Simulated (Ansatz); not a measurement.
Program: Ansatz. Geometries: PBE0-D4/def2-TZVP. ΔE: electronic, gas phase. CBS: MP2 limit from def2 TZ/QZ plus the TZ coupled-cluster correction, frozen cores. Functionals use def2-TZVPP. For Br outer-core shells are correlated without core-valence functions, which leaves a few kJ/mol of doubt a bond. Scalar relativity is left out up to krypton. One conformer a species, not always the lowest.

Consider the ligand exchange at the Si–N bond: `FB(F)N[SiH3]` + `O[Si]Br` → `[SiH3]O[Si]Br` + `NB(F)F`.

```json
{"species": "`FB(F)N[SiH3]`", "CAM-B3LYP-D4 energy (Eh)": "-571.44296"}
{"species": "`O[Si]Br`", "CAM-B3LYP-D4 energy (Eh)": "-2939.69829"}
{"species": "`[SiH3]O[Si]Br`", "CAM-B3LYP-D4 energy (Eh)": "-3230.44785"}
{"species": "`NB(F)F`", "CAM-B3LYP-D4 energy (Eh)": "-280.71532"}
```

Problem. Work out ΔE.

Solution. ΔE = (-3230.44785) + (-280.71532) − (-571.44296) − (-2939.69829) = -0.02192 Eh = -57.6 kJ/mol. CCSD(T)/CBS gives -54.9 kJ/mol.

Largest T1 diagnostic among the species: 0.012.

The D4 term adds −3.4 kJ/mol with B3LYP and −1.9 kJ/mol with PBE0; it sums over pairs of atoms, weighted by their polarisabilities, and B3LYP, whose exchange is more repulsive, gets the larger term. From BLYP to BHLYP (50 % exact exchange), in def2-TZVPP and without D4, ΔE moves by −5.0 kJ/mol. In def2-TZVPP, CCSD(T) changes the Hartree–Fock value by +7.3 kJ/mol (the triples alone add +0.9 kJ/mol) and MP2 by +6.3 kJ/mol.

B3LYP here is the variant with VWN-RPA as its local correlation; programs differ in this.
